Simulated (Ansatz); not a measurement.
ZnF2⁺. Charge 1, multiplicity 2. Geometry PBE-D4/def2-TZVP, that of the neutral singlet.

```csv
atom,x (Å),y (Å),z (Å)
Zn1,0.000,0.001,0.000
F2,-1.742,0.073,0.071
F3,1.742,-0.074,-0.071
```

**Question.** Estimate the α-spin orbital energies around the gap (eV) in Ansatz with PBE-D4/def2-TZVP, r2SCAN-D4/def2-TZVP, PBE0-D4/def2-TZVP.

**Answer.** 
| orbital | PBE-D4/def2-TZVP | r2SCAN-D4/def2-TZVP | PBE0-D4/def2-TZVP |
| --- | --- | --- | --- |
| HOMO−5 | -19.02 | -19.68 | -21.42 |
| HOMO−4 | -18.89 | -19.34 | -20.93 |
| HOMO−3 | -18.41 | -19.03 | -20.84 |
| HOMO−2 | -18.29 | -18.59 | -20.30 |
| HOMO−1 | -17.92 | -18.45 | -20.18 |
| HOMO | -17.36 | -17.88 | -19.65 |
| LUMO | -10.41 | -10.03 | -9.22 |
| LUMO+1 | -7.38 | -6.90 | -6.40 |
| LUMO+2 | -7.22 | -6.75 | -6.26 |
| LUMO+3 | -4.07 | -3.25 | -3.29 |
| LUMO+4 | -2.44 | -1.67 | -1.61 |
| LUMO+5 | -0.96 | -0.42 | -0.30 |
| β HOMO | -17.03 | -17.25 | -17.61 |
| β LUMO | -16.82 | -16.68 | -15.93 |
